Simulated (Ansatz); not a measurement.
Geometry optimisation of the cluster B7⁻.

```yaml
crystal:
  periodic: [false, false, false]
  atoms:
    - {symbol: B, position_ang: [-0.308020, -1.321710, -0.512470]}
    - {symbol: B, position_ang: [0.719390, 0.327650, 1.724730]}
    - {symbol: B, position_ang: [0.225750, -0.994730, 0.970750]}
    - {symbol: B, position_ang: [-0.776010, -0.291910, -1.644660]}
    - {symbol: B, position_ang: [0.186450, 0.882010, -1.136380]}
    - {symbol: B, position_ang: [-0.755860, 0.235780, 0.237160]}
    - {symbol: B, position_ang: [0.708300, 1.162920, 0.360880]}
basis:
  gaussian: {orbitals: def2-SVPD}
total_charge: -1
hamiltonian: {xc: pbe, dispersion: d4}
scf: {lower_state_search: "off"}
output: {orbitals: {seedname: orbitals}}
relax: {f_tol: 0.02, max_steps: 100}
```

```sh
$ ansatz run in.yaml --threads 4 --pin off --events-out ev --progress --plain --max-ram 4787MiB
```

It prints (some lines left out):

```
Functional definition: PBE
mean field -4717.27606667 eV, -173.3566979655 hartree, gradient 2.9e-6 eV, S^2 0.000000; 0 other end points of the search recorded, 0 dependent functions left out
relax step   1: F+E_penalty+E_count = -4717.54268307 eV  Δ(F+E_penalty+E_count) = +0.000e0 eV  max|allowed force component| = 2.260e0 eV/Å  Δτ_max = 0.0000 Å  (20 SCF iters, accepted)
mean field -4717.64653634 eV, -173.3703124749 hartree, gradient 1.6e-6 eV, S^2 0.000000; 0 other end points of the search recorded, 0 dependent functions left out
relax step   2: F+E_penalty+E_count = -4717.90724090 eV  Δ(F+E_penalty+E_count) = -3.646e-1 eV  max|allowed force component| = 1.385e0 eV/Å  Δτ_max = 0.1364 Å  (27 SCF iters, accepted)
mean field -4717.85544000 eV, -173.3779895427 hartree, gradient 1.4e-6 eV, S^2 0.000000; 0 other end points of the search recorded, 0 dependent functions left out
relax step   3: F+E_penalty+E_count = -4718.11634517 eV  Δ(F+E_penalty+E_count) = -2.091e-1 eV  max|allowed force component| = 4.690e-1 eV/Å  Δτ_max = 0.1661 Å  (28 SCF iters, accepted)
mean field -4717.90016082 eV, -173.3796330025 hartree, gradient 1.6e-6 eV, S^2 0.000000; 0 other end points of the search recorded, 0 dependent functions left out
relax step   4: F+E_penalty+E_count = -4718.16057969 eV  Δ(F+E_penalty+E_count) = -4.423e-2 eV  max|allowed force component| = 2.079e-1 eV/Å  Δτ_max = 0.0397 Å  (22 SCF iters, accepted)
mean field -4717.92939492 eV, -173.3807073361 hartree, gradient 2.2e-6 eV, S^2 0.000000; 0 other end points of the search recorded, 0 dependent functions left out
relax step   5: F+E_penalty+E_count = -4718.18951814 eV  Δ(F+E_penalty+E_count) = -2.894e-2 eV  max|allowed force component| = 1.804e-1 eV/Å  Δτ_max = 0.0595 Å  (21 SCF iters, accepted)
mean field -4717.93260006 eV, -173.3808251226 hartree, gradient 2.4e-6 eV, S^2 0.000000; 0 other end points of the search recorded, 0 dependent functions left out
relax step   6: F+E_penalty+E_count = -4718.19270515 eV  Δ(F+E_penalty+E_count) = -3.187e-3 eV  max|allowed force component| = 4.648e-2 eV/Å  Δτ_max = 0.0184 Å  (21 SCF iters, accepted)
mean field -4717.93271870 eV, -173.3808294827 hartree, gradient 1.8e-6 eV, S^2 0.000000; 0 other end points of the search recorded, 0 dependent functions left out
relax step   7: F+E_penalty+E_count = -4718.19282706 eV  Δ(F+E_penalty+E_count) = -1.219e-4 eV  max|allowed force component| = 1.476e-2 eV/Å  Δτ_max = 0.0023 Å  (23 SCF iters, accepted)
Total energy: -4718.19286764 eV, -173.3903897797 hartree
Atom 0 at    -0.360909    -1.366963    -0.511664 Å, force     0.000418    -0.003970     0.004763 eV/Å
Atom 1 at     0.480004     0.357284     1.641638 Å, force    -0.004944    -0.000563    -0.005247 eV/Å
Atom 2 at     0.277218    -1.079382     1.009093 Å, force     0.004450     0.002556     0.000697 eV/Å
Atom 3 at    -0.844471    -0.238436    -1.510049 Å, force    -0.007685    -0.002242    -0.014760 eV/Å
Atom 4 at     0.155156     0.938604    -1.164338 Å, force     0.002900     0.004691     0.002097 eV/Å
Atom 5 at    -0.500459     0.162713     0.178988 Å, force     0.002120     0.002317     0.009952 eV/Å
Atom 6 at     0.793461     1.226190     0.356343 Å, force     0.002741    -0.002790     0.002497 eV/Å
Dipole moment:    -0.125583     0.040808     0.044838 e Å
Checks for a lower state left out: stability, starts, cluster_reference, orbital_swaps, neighbouring_geometries, increment
```

Run time 6 s (4 threads of Arm Neoverse V2 on a shared host).

The restricted singlet is unstable towards broken spin symmetry in Hartree–Fock (as tested in another run); at PBE-D4/def2-SVPD this wasn't settled. The structure comes from a short search, and lower isomers may exist.
